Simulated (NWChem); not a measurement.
System: C2H6ClSi, doublet; SMILES C[Si](C)Cl

NWChem input:

```
start job
memory heap 200 mb stack 900 mb global 1100 mb
geometry units angstroms noautoz
  C     -0.237057    -1.180014    -1.557903
  Si     0.456718    -0.390790     0.000000
  C     -0.237057    -1.180014     1.557903
  Cl    -0.079515     1.631297     0.000000
  H      0.163918    -0.696913    -2.460977
  H      0.021464    -2.250189    -1.591847
  H     -1.336058    -1.084857    -1.574292
  H     -1.336058    -1.084857     1.574292
  H      0.163918    -0.696913     2.460977
  H      0.021464    -2.250189     1.591847
end
basis spherical
  * library 6-31g*
end
dft
  odft
  mult 2
  xc becke97-d
  disp vdw 2
  iterations 150
  mulliken
end
task dft energy
```

Output (shortened):

```
             Northwest Computational Chemistry Package (NWChem) 7.3.0
             --------------------------------------------------------

 CS  symmetry detected

                             Geometry "geometry" -> ""
                             -------------------------

 Output coordinates in angstroms (scale by  1.889725989 to convert to a.u.)

  No.       Tag          Charge          X              Y              Z
 ---- ---------------- ---------- -------------- -------------- --------------
    1 C                    6.0000    -0.23876254     1.18000008    -1.55790300
    2 Si                  14.0000     0.45756471     0.39302700     0.00000000
    3 C                    6.0000    -0.23876254     1.18000008     1.55790300
    4 Cl                  17.0000    -0.07211698    -1.63078598     0.00000000
    5 H                    1.0000     0.16377487     0.69820017    -2.46097700
    6 H                    1.0000     0.01629136     2.25100669    -1.59184700
    7 H                    1.0000    -1.33744961     1.08128448    -1.57429200
    8 H                    1.0000    -1.33744961     1.08128448     1.57429200
    9 H                    1.0000     0.16377487     0.69820017     2.46097700
   10 H                    1.0000     0.01629136     2.25100669     1.59184700

 Effective nuclear repulsion energy (a.u.)     205.6046516819

      Symmetry information
      --------------------

 Group name             Cs
 Group number              2
 Group order               2
 No. of unique centers     6

                                 NWChem DFT Module
                                 -----------------

 Summary of "ao basis" -> "ao basis" (spherical)
 ------------------------------------------------------------------------------
       Tag                 Description            Shells   Functions and Types
 ---------------- ------------------------------  ------  ---------------------
 C                           6-31g*                  6       14   3s2p1d
 Si                          6-31g*                  8       18   4s3p1d
 Cl                          6-31g*                  8       18   4s3p1d
 H                           6-31g*                  2        2   2s

      Symmetry analysis of basis
      --------------------------

        a'         46
        a"         30

            General Information
            -------------------
          SCF calculation type: DFT
          Wavefunction type:  spin polarized.
          No. of atoms     :    10
          No. of electrons :    49
           Alpha electrons :    25
            Beta electrons :    24
          Charge           :     0
          Spin multiplicity:     2
          Use of symmetry is: on ; symmetry adaption is: on
          Maximum number of iterations: 150
          AO basis - number of functions:    76
                     number of shells:    40
          Convergence on energy requested:  1.00D-06
          Convergence on density requested:  1.00D-05
          Convergence on gradient requested:  5.00D-04

              XC Information
              --------------
                   Becke 97-D Method XC Functional
                  Becke 1997-D Exchange Functional  1.000
                Becke 1997-D Correlation Potential  1.000

             Grid Information
             ----------------
          Grid used for XC integration:  medium
          Radial quadrature: Mura-Knowles
          Angular quadrature: Lebedev.
          Tag              B.-S. Rad. Rad. Pts. Rad. Cut. Ang. Pts.
          ---              ---------- --------- --------- ---------
          C                   0.70       49          10.0       434
          Si                  1.10       88           8.0       590
          Cl                  1.00       88          11.0       590
          H                   0.35       45          11.0       434
          Grid pruning is: on
          Number of quadrature shells:   360
          Spatial weights used:  Erf1

      Superposition of Atomic Density Guess
      -------------------------------------

 Sum of atomic energies:        -826.57779377

      Non-variational initial energy
      ------------------------------

 Total energy =    -828.331847
 1-e energy   =   -1548.459202
 2-e energy   =     514.522703
 HOMO         =      -0.122232
 LUMO         =       0.097202

   Symmetry analysis of molecular orbitals - initial alpha
   -------------------------------------------------------

  Numbering of irreducible representations:

     1 a'          2 a"

  Orbital symmetries:

     1 a'          2 a'          3 a'          4 a"          5 a'
     6 a'          7 a"          8 a'          9 a'         10 a"
    11 a'         12 a'         13 a'         14 a"         15 a'
    16 a'         17 a'         18 a'         19 a"         20 a"
    21 a'         22 a"         23 a'         24 a"         25 a'
    26 a'         27 a'         28 a"         29 a'         30 a'
    31 a'         32 a"         33 a"         34 a"         35 a'

   Symmetry analysis of molecular orbitals - initial beta
   ------------------------------------------------------

  Numbering of irreducible representations:

     1 a'          2 a"

  Orbital symmetries:

     1 a'          2 a'          3 a'          4 a"          5 a'
     6 a'          7 a"          8 a'          9 a'         10 a"
    11 a'         12 a'         13 a'         14 a"         15 a'
    16 a'         17 a'         18 a'         19 a"         20 a"
    21 a'         22 a"         23 a'         24 a"         25 a'
    26 a'         27 a'         28 a"         29 a'         30 a'
    31 a'         32 a"         33 a"         34 a"         35 a'

     ---------------------------------------------
      Total Density - Mulliken Population Analysis
     ---------------------------------------------

[...]
```

Level: B97-D/6-31G* (spherical d), spin-unrestricted. In the optimisation the excess spin sits in a' (Cs, its own frame). All runs use the structure optimised with PBE0/def2-SVP, spin-unrestricted. No stability test was run on the SCF state.
